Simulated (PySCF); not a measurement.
BFO, charge -1, doublet, at a GFN2-xTB geometry (a state made from the parent by changing its charge; the spin is typed, not shown lowest); MP2/cc-pVDZ in PySCF.

Here is a job for PySCF.
```python
from pyscf import gto, scf, mp

mol = gto.M(
    atom='''
F    -1.246835    0.252425    0.110093
B     0.200928   -0.491199   -0.309364
O     1.277110    0.023021    0.069498
''',
    basis='cc-pvdz',
    charge=-1,
    spin=1,
    verbose=4,
)

mf = scf.UHF(mol)
mf.kernel()

pt = mp.MP2(mf)
pt.kernel()
print('E(MP2) = %.10f' % pt.e_tot)
```

Output, abridged:

```
PySCF version 2.14.0

[INPUT] verbose = 4
[INPUT] num. atoms = 3
[INPUT] num. electrons = 23
[INPUT] charge = -1
[INPUT] spin (= nelec alpha-beta = 2S) = 1
[INPUT] symmetry False subgroup None
[INPUT] Mole.unit = angstrom
[INPUT] Symbol           X                Y                Z      unit          X                Y                Z       unit  Magmom
[INPUT]  1 F     -1.246835000000   0.252425000000   0.110093000000 AA   -2.356176672522   0.477014116993   0.208045618232 Bohr   0.0
[INPUT]  2 B      0.200928000000  -0.491199000000  -0.309364000000 AA    0.379698890757  -0.928231582660  -0.584613232800 Bohr   0.0
[INPUT]  3 O      1.277110000000   0.023021000000   0.069498000000 AA    2.413388130943   0.043503385114   0.131332186205 Bohr   0.0

nuclear repulsion = 46.1138922620655
number of shells = 15
number of NR pGTOs = 78
number of NR cGTOs = 42
basis = cc-pvdz
ecp = {}

******** <class 'pyscf.scf.uhf.UHF'> ********
method = UHF
initial guess = minao
damping factor = 0
level_shift factor = 0
DIIS = <class 'pyscf.scf.diis.CDIIS'>
diis_start_cycle = 1
diis_space = 8
diis_damp = 0
SCF conv_tol = 1e-09
SCF conv_tol_grad = None
SCF max_cycles = 50
direct_scf = True
direct_scf_tol = 1e-13
number electrons alpha = 12  beta = 11
Set gradient conv threshold to 3.16228e-05
init E= -198.769329623674

cycle= 1 E= -198.858511871929  delta_E= -0.0892  |g|= 0.602  |ddm|= 1.23
cycle= 2 E= -198.938300253154  delta_E= -0.0798  |g|= 0.466  |ddm|= 0.637
cycle= 3 E= -199.01795625248  delta_E= -0.0797  |g|= 0.0492  |ddm|= 0.255
cycle= 4 E= -199.020820067009  delta_E= -0.00286  |g|= 0.0287  |ddm|= 0.0806
cycle= 5 E= -199.021582604714  delta_E= -0.000763  |g|= 0.00975  |ddm|= 0.0372
cycle= 6 E= -199.021806608062  delta_E= -0.000224  |g|= 0.00477  |ddm|= 0.0229
cycle= 7 E= -199.021876910018  delta_E= -7.03e-05  |g|= 0.00273  |ddm|= 0.0127
cycle= 8 E= -199.021908191366  delta_E= -3.13e-05  |g|= 0.00167  |ddm|= 0.00894
cycle= 9 E= -199.02192407963  delta_E= -1.59e-05  |g|= 0.000676  |ddm|= 0.0087
cycle= 10 E= -199.021926293118  delta_E= -2.21e-06  |g|= 0.0002  |ddm|= 0.00394
cycle= 11 E= -199.021926377655  delta_E= -8.45e-08  |g|= 7.69e-05  |ddm|= 0.000608
cycle= 12 E= -199.021926388475  delta_E= -1.08e-08  |g|= 3.9e-05  |ddm|= 0.000163
cycle= 13 E= -199.021926390805  delta_E= -2.33e-09  |g|= 1.38e-05  |ddm|= 7.57e-05
cycle= 14 E= -199.021926391344  delta_E= -5.38e-10  |g|= 6.47e-06  |ddm|= 3.95e-05
Extra cycle  E= -199.02192639141  delta_E= -6.62e-11  |g|= 4.39e-06  |ddm|= 8.53e-06
converged SCF energy = -199.02192639141  <S^2> = 0.76533817  2S+1 = 2.0152798

******** <class 'pyscf.mp.ump2.UMP2'> ********
nocc = (np.int64(12), np.int64(11)), nmo = (42, 42)
E(UMP2) = -199.474989858286  E_corr = -0.453063466875865
E(SCS-UMP2) = -199.45585440104  E_corr = -0.433928009630283
E_corr(same-spin) = -0.126632481485487
E_corr(oppo-spin) = -0.326430985390378
E(MP2) = -199.4749898583
```
